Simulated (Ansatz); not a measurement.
Al(OH)(OMe)(NH2) (CH₆AlNO₂), SMILES [NH2][Al]([O]C)[OH].

Geometry: r2SCAN-D4/def2-SVP. Other conformers were not sampled.

Two levels are set side by side: PBE/def2-SVPD (Ansatz, a quantum-chemistry and plane-wave program) and CAM-B3LYP/def2-SVPD (Ansatz). Energy differences of separate SCF runs at the same geometry; the states with an electron removed or added have multiplicity 2 and 2. Differences are taken from unrounded values.

```tsv
quantity	CAM-B3LYP
vertical ionisation energy (eV)	9.87
vertical singlet–triplet gap (eV)	5.64
```

Q: What does PBE give, and how far is it from CAM-B3LYP? (The exact figures need the calculation; the answer reports its results.)

A: 
```json
[
 {"quantity": "vertical ionisation energy (eV)", "PBE": "9.13", "PBE minus CAM-B3LYP": "-0.74"},
 {"quantity": "vertical singlet–triplet gap (eV)", "PBE": "4.94", "PBE minus CAM-B3LYP": "-0.70"}
]
```
